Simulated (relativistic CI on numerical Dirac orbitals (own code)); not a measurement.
## Hyperfine structure of Pm²²⁺, mass number 147

Method of calculation: Dirac-Coulomb-Breit CI, KLI orbitals optimised for each configuration, QED by a radiative potential, unscaled Slater integrals (own radial code, finite nucleus).

Configuration list (outside the closed core [Ar] 3d10): 4s2.4p6.4d3, 4s2.4p5.4d4, 4s2.4p6.4d2.4f, 4s.4p6.4d4, 4s.4p6.4d3.4f, 4s2.4p6.4d2.5s, 4s2.4p6.4d2.5p, 4s2.4p6.4d.4f.5s, 4s2.4p6.4d2.5d, 4s2.4p5.4d3.5s, 4s2.4p6.4d.4f2, 4s2.4p6.4f3, 4s.4p6.4d.4f3, 4s2.4p6.4f2.5s, 4s2.4p6.4f2.5p, 4s2.4p6.4d.5s2, 4s2.4p6.4f.5s2, 4s.4p6.4d.4f.5s2, 4s2.4p6.5s2.5p. Double excitations out of closed p, d and f shells are left out; levels of such configurations are missing from the list, as are those of other unlisted configurations, and high levels can miss mixing partners. These lack a partner that the ground configuration has and come out too high: 4s2.4p6.4d2.5d, 4s2.4p5.4d3.5s.

Nuclear spin I = 7/2, μ = 2.58 μN, Q = 0.74 b (tables of Stone and Pyykkö). The electronic factors are computed for point nuclear moments, without core polarisation or the Bohr-Weisskopf and QED corrections.

| Level | E (eV) | A (MHz) | B (MHz) |
| --- | --- | --- | --- |
| 4s2.4p6.4d3 4F_3/2 | 0.0000 | 7862 | -3490 |
| 4s2.4p6.4d3 4F_5/2 | 3.8481 | 4520 | -2180 |
| 4s2.4p6.4d3 4F_7/2 | 6.1206 | 4349 | -518 |
| 4s2.4p6.4d3 4P_1/2 | 7.2323 | -3227 |  |
| 4s2.4p6.4d3 2G_7/2 | 10.9603 | 4395 | 1600 |
| 4s2.4p6.4d3 4P_5/2 | 10.9994 | 1791 | 4830 |
| 4s2.4p6.4d3 2H_9/2 | 11.6898 | 4040 | 3190 |
| 4s2.4p6.4d3 2P_1/2 | 13.5375 | -789.7 |  |

Levels with J = 0, under 50 % of one LS term, or S terms without an open s electron are left out. Small factors come from cancelling terms and can be off by tens of per cent or more.

At this charge energies of transitions that change n are usually good to better than 1 %, and those within a shell (Δn = 0) to a few per cent. Terms inside the open d or f shell come out 10 to 20 % too wide with unscaled integrals.

(1) Give the hyperfine levels of 4s2.4p6.4d3 4F_3/2 relative to its centre of gravity.

## Answers

(1) With K = F(F + 1) − I(I + 1) − J(J + 1), E = AK/2 + B[¾K(K + 1) − I(I + 1)J(J + 1)]/[2I(2I − 1)J(2J − 1)]: F = 2: -54940, F = 3: -28860, F = 4: 3585, F = 5: 40410 MHz.

LS names give the leading component of a level, which can be under half, so a name can repeat, a term be missing and a line seem to break the LS rules.
